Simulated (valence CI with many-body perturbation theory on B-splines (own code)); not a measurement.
# Rh XL: fill in the table

Computed by configuration interaction combined with many-body perturbation theory (CI+MBPT): four valence electrons over a frozen Dirac-Fock core [He], a basis of 11 s, 11 p, 10 d, 8 f, 5 g, 2 h functions for each j, with the one-electron correlation potential Σ1, the two-electron term Σ2, the three-electron term Σ3, Breit, model QED; selected CI, second order for the rest, scaled by the run's own slope (own B-spline code, finite nucleus).

The last digits are not significant, and no measured levels were compared; by estimate large intervals hold to a few tenths of a per cent, small ones and those within an open d or f shell to about a per cent. Among the levels kept, up to 980 cm⁻¹ of a level comes from second order outside the variational space, and about a tenth of that is noise between levels of different J, which matters for small intervals.

| Level | E (eV) |
| --- | --- |
| (2s^2 2p1/2^2) J=0 | 0.00 |
| (2s^2 2p1/2 2p3/2) J=1 | ? |
| (2s^2 2p1/2 2p3/2) J=2 | 156.50 |
| (2s 2p1/2^2 2p3/2) J=2 | ? |
| (2s^2 2p3/2^2) J=2 | 309.21 |
| (2s 2p1/2^2 2p3/2) J=1 | 335.34 |
| (2s^2 2p3/2^2) J=0 | 340.99 |
| (2s 2p1/2 2p3/2^2) J=2 [a] | 421.17 |
| (2s 2p1/2 2p3/2^2) J=3 | 448.67 |
| (2s 2p1/2 2p3/2^2) J=0 | 477.17 |
| (2s 2p1/2 2p3/2^2) J=1 [a] | ? |
| (2s 2p1/2 2p3/2^2) J=2 [b] | ? |
| (2s 2p1/2 2p3/2^2) J=1 [b] | ? |
| (2s 2p3/2^3) J=2 | 624.59 |
| (2p1/2^2 2p3/2^2) J=2 | 655.20 |
| (2s 2p3/2^3) J=1 | 669.67 |
| (2p1/2^2 2p3/2^2) J=0 | 690.10 |
| (2p1/2 2p3/2^3) J=1 | 805.70 |
| (2p1/2 2p3/2^3) J=2 | 820.18 |
| (2p3/2^4) J=0 | ? |

Levels are named by their leading jj configuration (3d3/2^4 stands for four electrons in 3d with j = 3/2), which in mixed levels can hold well under half, so a name can repeat and another be missing. Letters in brackets count levels of one name in rising energy.

The levels stand in rising order. What does the calculation give for the missing energies?

(2s^2 2p1/2 2p3/2) J=1 143.20; (2s 2p1/2^2 2p3/2) J=2 284.22; (2s 2p1/2 2p3/2^2) J=1 [a] 487.79; (2s 2p1/2 2p3/2^2) J=2 [b] 497.66; (2s 2p1/2 2p3/2^2) J=1 [b] 502.97; (2p3/2^4) J=0 989.29.
